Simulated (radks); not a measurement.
Spherical quantum dot in the effective-mass picture: electrons in a hard-walled sphere of radius 2.7, with a point charge +2 (a donor) at the centre, all in effective atomic units (hartree* = m*/eps^2 hartree, bohr* = eps/m* bohr), one dielectric constant everywhere. Method: non-relativistic Kohn-Sham, LDA (Slater exchange, Perdew-Wang correlation), spin-polarised, spherical densities; computed with a radial shooting solver with Libxc functionals. Levels are named by radial order and angular momentum (1s, 1p, 1d, 2s, ...), and open shells are averaged over m. Results are scaled to m* = 0.533 and eps = 7.2, for which hartree* = 279.8 meV and bohr* = 0.7148 nm. Each electron was tried in the lowest free levels, single moves between levels near the top were tried too, and the lowest total energy was kept; such a search can miss a lower state. At N = 1 the Hartree and exchange-correlation terms need not cancel, so that row can carry a self-interaction error.

N,open shells,2S,E (meV),mu = E(N) - E(N-1) (meV),addition energy mu(N+1) - mu(N) (meV),e(HOMO) (meV),rms radius (nm)
1,"1s(up 1, down 0)",1,-540.487,-540.49,308.2,-416.82,0.6096
2,none,0,-772.823,-232.34,566.9,-128.76,0.6971
3,"1p(up 1, down 0)",1,-438.294,334.53,134.4,400.15,0.8867
4,"1p(up 2, down 0)",2,30.6528,468.95,139.5,538.38,0.9764
5,"1p(up 3, down 0)",3,639.099,608.45,181.0,678.64,1.033
6,"1p(up 3, down 1)",2,1428.54,789.44,130.9,853.92,1.074
7,"1p(up 3, down 2)",1,2348.84,920.30,134.4,987.20,1.106
8,none,0,3403.53,1054.7,269.4,1122.3,1.132
9,"2s(up 1, down 0)",1,4727.62,1324.1,182.5,1399.8,1.150
10,none,0,6234.23,1506.6,187.5,1589.2,1.160
11,"1d(up 1, down 0)",1,7928.35,1694.1,127.7,1757.9,1.182
12,"1d(up 2, down 0)",2,9750.17,1821.8,128.2,1885.9,1.202
13,"1d(up 3, down 0)",3,11700.2,1950.0,128.5,2014.2,1.218
14,"1d(up 4, down 0)",4,13778.7,2078.5,128.6,2146.7,1.233
15,"1d(up 5, down 0)",5,15985.8,2207.1,162.4,2285.1,1.246
16,"1d(up 5, down 1)",4,18355.3,2369.5,125.6,2432.2,1.257
17,"1d(up 5, down 2)",3,20850.3,2495.1,126.1,2558.1,1.268
18,"1d(up 5, down 3)",2,23471.5,2621.2,126.4,2687.0,1.278
19,"1d(up 5, down 4)",1,26219.1,2747.6,126.6,2821.2,1.287
20,none,0,29093.4,2874.2,380.3,2955.5,1.295
21,"1f(up 1, down 0)",1,32347.8,3254.5,123.7,3316.3,1.304
22,"1f(up 2, down 0)",2,35726.0,3378.1,123.8,3440.0,1.313
23,"1f(up 3, down 0)",3,39227.9,3502.0,123.9,3563.9,1.321
24,"1f(up 4, down 0)",4,42853.8,3625.9,124.0,3687.9,1.328
25,"1f(up 5, down 0)",5,46603.7,3749.9,124.0,3811.9,1.335
26,"1f(up 6, down 0)",6,50477.7,3873.9,124.0,3935.9,1.342
27,"1f(up 7, down 0)",7,54475.6,3998.0,156.7,4060.0,1.348
28,"1f(up 7, down 1)",6,58630.3,4154.7,122.4,4215.8,1.354
29,"1f(up 7, down 2)",5,62907.4,4277.0,122.5,4338.3,1.359
30,"1f(up 7, down 3)",4,67306.9,4399.6,122.7,4460.9,1.365
31,"1f(up 7, down 4)",3,71829.2,4522.2,122.7,4583.6,1.370
32,"1f(up 7, down 5)",2,76474.2,4645.0,122.8,4706.4,1.374
33,"1f(up 7, down 6)",1,81242.0,4767.8,122.8,4829.2,1.379
34,none,0,86132.6,4890.6,417.6,4952.1,1.383
35,"1g(up 1, down 0)",1,91440.9,5308.2,121.1,5368.8,1.388
36,"1g(up 2, down 0)",2,96870.2,5429.3,121.1,5489.9,1.392
37,"1g(up 3, down 0)",3,102421,5550.5,121.2,5611.1,1.397
38,"1g(up 4, down 0)",4,108092,5671.7,121.2,5732.3,1.401
39,"1g(up 5, down 0)",5,113885,5792.9,121.2,5853.5,1.405
40,"1g(up 6, down 0)",6,119799,5914.1,-,5974.7,1.409

All shells are closed at N = 2, 8, 10, 20, 34 (there: 1s2 1p6 1d10 2s2 1f14); the second difference of the energy has clear peaks (12 % above both neighbours; the first and last values, which can be the largest, are not judged, and half-filled shells can peak too) at N = 2, 5, 8, 15, 20, 27, 34.
